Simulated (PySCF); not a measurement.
# What a mistake does to a calculation on AlBH5N2

These are calculations, not measurements. The program is PySCF 2.14.0, an open-source quantum chemistry code, run on an isolated molecule that a program drew, which may never have been made. The molecule is AlBH5N2 (charge 0, doublet), drawn as the SMILES string `[BH][NH][AlH][NH2]`.

Each row is a Hartree-Fock (HF) and frozen-core CCSD(T) single point in the cc-pV(D+d)Z basis, meant for a local HF minimum. Run 1 is clean. Each other run has one planted mistake out of seven kinds, and not every kind appears here: one electron removed, one electron added, multiplicity raised by two, geometry at a saddle point, minimal basis STO-3G, one bond length entered in bohr, all coordinates scaled. The reference is restricted for singlets and unrestricted otherwise, and also for a bond in bohr. Adding or removing an electron swaps singlet and doublet. Electrons count all cores. HOMO and LUMO are orbital energies over both spins, the gradient is its largest component, and the lowest frequency (negative if imaginary) is given only where the gradient is small. Bond lengths are over the 8 bonds as drawn. T1 is the CCSD diagnostic: over 0.02 (restricted) or 0.045 (unrestricted) a single reference is doubtful.

Geometry of the clean run:
```xyz
9
AlBH5N2, angstrom
B    -2.0333   -0.5724    2.9280
N    -1.1992   -0.1287    1.9030
Al   -1.7420    0.7978    0.4458
N    -0.5139    1.2603   -0.7298
H    -1.6897   -1.1886    3.9033
H    -0.2244   -0.3599    2.0165
H    -3.2470    1.1786    0.2295
H    -0.7063    1.7734   -1.5698
H     0.4681    1.0644   -0.6796
```

```
run,electrons,basis functions,<S^2>,HOMO (eV),LUMO (eV),gradient (hartree/bohr),lowest frequency (cm^-1),mean bond (Å),longest bond (Å),T1,HF (hartree),CCSD(T) (hartree),mistake
1,37,90,0.755,-8.36,2.76,2.2e-05,83,1.3439,1.810,0.0149,-378.46963,-378.98954,no fault
2,37,90,1.194,-9.51,2.43,7.8e-02,-,1.4560,1.905,0.0541,-378.36827,-378.90284,one bond length entered in bohr
3,37,29,0.759,-6.14,8.82,4.3e-02,-,1.3439,1.810,0.0200,-373.80880,-374.00633,minimal basis STO-3G
4,37,90,0.755,-8.18,2.94,3.8e-02,-,1.2968,1.747,0.0137,-378.45777,-378.97142,?
5,37,90,3.789,-3.74,-0.90,9.0e-02,-,1.3439,1.810,0.0263,-378.27569,-378.77016,?
```

**Which mistake was planted in run 4, and what did it cost?**

The mean and the longest bond both change by the same factor, 0.965, and the gradient is no longer small. So the mistake is: all coordinates scaled. Subtracting run 1 and multiplying by 627.51 kcal/mol a hartree, the energy moved by 7.4 kcal/mol in HF and 11.4 kcal/mol in CCSD(T).

**Which mistake was planted in run 5, and what did it cost?**

Electrons, basis and geometry are unchanged, and <S^2> is 3.789, beside S(S+1) = 3.75 for a multiplicity of 4. So the mistake is: multiplicity raised by two. Subtracting run 1 and multiplying by 627.51 kcal/mol a hartree, the energy moved by 121.7 kcal/mol in HF and 137.7 kcal/mol in CCSD(T).

Cautions from the logs. Run 2: T1 is over the limit, so its CCSD(T) energy is less reliable.
